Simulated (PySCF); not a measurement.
C2H3Cl2FSi, SMILES F/C(=C/Cl)[SiH2]Cl. Atoms are numbered in the order given.

```xyz
9

F      0.4509     2.1306    -1.0213
C      0.5377     0.9770    -0.3416
C      1.6490     0.2473    -0.4924
Cl     1.8608    -1.2572     0.3067
Si    -0.9500     0.5491     0.7392
Cl    -2.1015    -0.8952    -0.1861
H      2.4734     0.5636    -1.1371
H     -0.5041     0.0293     2.0562
H     -1.7548     1.7900     0.8777
```

Geometry optimised at PBE0-D3(BJ)/def2-SVP. The structure was generated by enumeration; whether it is a known compound was not checked. One conformer was computed; it need not be the lowest.

The numbers are results of r2SCAN/def2-TZVP run with PySCF, not measurements.

```yaml
total_energy: -1387.70639 hartree
highest_occupied_level: -6.64 eV
lowest_empty_level: -2.08 eV
orbital_gap: 4.56 eV
dipole_moment: 1.19 D
quadrupole, principal values (traceless, Buckingham form, about the centre of nuclear charge): -3.21, -1.87, 5.09 D·Å
mean_static_polarisability: 72.6 bohr³ (10.77 Å³)
polarisability_principal_values: 58.2, 72.7, 87.1 bohr³
```
